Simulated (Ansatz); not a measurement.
The cluster ZrS₃⁻. Charge -1, multiplicity 2. Geometry PBE0-D4/def2-SVPD.

Cartesian coordinates in Å:
```
Zr -0.105 -0.638 -0.498
S 1.099 0.031 1.535
S 0.023 0.237 -2.584
S -1.017 0.370 1.547
```

In the def2 sets Zr takes a core potential; there is no spin–orbit coupling. HSE06 is defined as in plane-wave codes, on full-range PBE exchange. At PBE-D4/def2-TZVPD the highest occupied level of the charge -1 doublet lies above zero (up to 0.10 eV). The electron is either unbound and held by the finite basis, or the level is raised by self-interaction error. Another isomer (doublet) lies 0.50 eV lower at PBE0-D4/def2-TZVPD; other spin states weren't run for this one.

Task: Estimate the α-spin orbital energies around the gap (eV) in Ansatz with PBE-D4/def2-TZVPD, r2SCAN-D4/def2-TZVPD, PBE0-D4/def2-TZVPD, HSE06-D4/def2-TZVPD, CAM-B3LYP-D4/def2-TZVPD.

Result: 
```
orbital  PBE-D4/def2-TZVPD  r2SCAN-D4/def2-TZVPD  PBE0-D4/def2-TZVPD  HSE06-D4/def2-TZVPD  CAM-B3LYP-D4/def2-TZVPD
 HOMO−9             -11.01                -11.62              -12.97               -12.55                   -14.53
 HOMO−8              -5.01                 -5.32               -6.12                -5.72                    -7.28
 HOMO−7              -4.25                 -4.57               -5.52                -5.12                    -6.79
 HOMO−6              -3.85                 -4.14               -5.11                -4.70                    -6.43
 HOMO−5              -2.62                 -2.87               -3.76                -3.36                    -4.99
 HOMO−4              -2.13                 -2.35               -3.26                -2.87                    -4.48
 HOMO−3              -1.83                 -2.02               -2.85                -2.45                    -4.04
 HOMO−2              -1.73                 -1.92               -2.78                -2.39                    -3.99
 HOMO−1              -1.15                 -1.32               -2.12                -1.73                    -3.28
   HOMO               0.10                 -0.09               -0.79                -0.40                    -1.93
   LUMO               0.75                  0.96                1.64                 1.28                     2.64
 LUMO+1               0.86                  0.98                1.68                 1.30                     2.80
 LUMO+2               1.54                  1.72                2.39                 2.04                     3.34
 LUMO+3               2.09                  2.30                2.83                 2.48                     3.52
 LUMO+4               2.69                  2.97                3.12                 2.85                     3.79
 LUMO+5               2.93                  3.26                3.38                 3.11                     3.84
 β HOMO              -1.15                 -1.33               -2.15                -1.76                    -3.30
 β LUMO               0.90                  1.15                1.64                 1.28                     2.37
```
